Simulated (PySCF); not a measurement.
## Heteronuclear NMR

Geometry:
```csv
atom,x (Å),y (Å),z (Å)
C1,-1.712,2.159,0.827
Si2,-0.335,1.287,-0.171
Si3,-1.049,-0.871,-0.909
C4,-2.914,-1.212,-0.667
Si5,0.374,-1.881,0.704
Si6,1.254,0.240,1.229
O7,2.730,0.377,0.512
Si8,3.720,0.167,-0.737
H9,-1.365,3.077,1.294
H10,-2.557,2.415,0.196
H11,-2.081,1.512,1.618
H12,0.076,2.296,-1.172
H13,-0.804,-1.231,-2.323
H14,-3.523,-0.608,-1.333
H15,-3.217,-0.982,0.350
H16,-3.162,-2.254,-0.852
H17,-0.321,-2.556,1.816
H18,1.297,-2.928,0.235
H19,1.636,0.678,2.582
H20,2.998,0.560,-1.950
H21,4.078,-1.250,-0.791
H22,4.867,1.024,-0.459
```

All values are calculated (PySCF): shielding tensors at PBE0/pcSseg-1 (GIAO), geometry from GFN2-xTB. No relativistic terms, a single conformation, in vacuum, equivalent nuclei averaged.

**Question.** What are the 29Si shifts?

**Answer.** 
| atoms | environment | σ (ppm) | δ (ppm) |
| --- | --- | --- | --- |
| Si6 | silicon bonded to O, 2 Si, H, in a 4-membered ring | 328.2 | 10.2 |
| Si2 | silicon bonded to C, 2 Si, H, in a 4-membered ring | 388.9 | -39.7 |
| Si8 | silicon bonded to O, 3 H | 393.4 | -43.4 |
| Si3 | silicon bonded to C, 2 Si, H, in a 4-membered ring | 406.5 | -54.2 |
| Si5 | silicon bonded to 2 Si, 2 H, in a 4-membered ring | 444.7 | -85.6 |

Shieldings were converted by a linear fit to measured shifts: 29Si: δ = 279.94 − 0.822σ (rms 8.9 ppm, 72 shifts, 25.8 ppm with the 6 outliers that the fit left out vs TMS, solution or neat liquid). A few per cent of atoms miss by over 2 rms, more outside the fitted compound classes.

On a 500 MHz spectrometer 29Si resonates near 99.3 MHz, so 1 ppm is 99.3 Hz.

**Question.** What are the 17O shifts?

**Answer.** 
| atoms | environment | σ (ppm) | δ (ppm) |
| --- | --- | --- | --- |
| O7 | oxygen bonded to 2 Si | 344.9 | -47.5 |

Shieldings were converted by a linear fit to measured shifts: 17O: δ = 266.70 − 0.911σ (rms 10.7 ppm, 155 shifts, 12.2 ppm with the 3 outliers that the fit left out vs liquid water, solution or neat liquid). A few per cent of atoms miss by over 2 rms, more outside the fitted compound classes.

On a 300 MHz spectrometer 17O resonates near 40.7 MHz, so 1 ppm is 40.7 Hz.
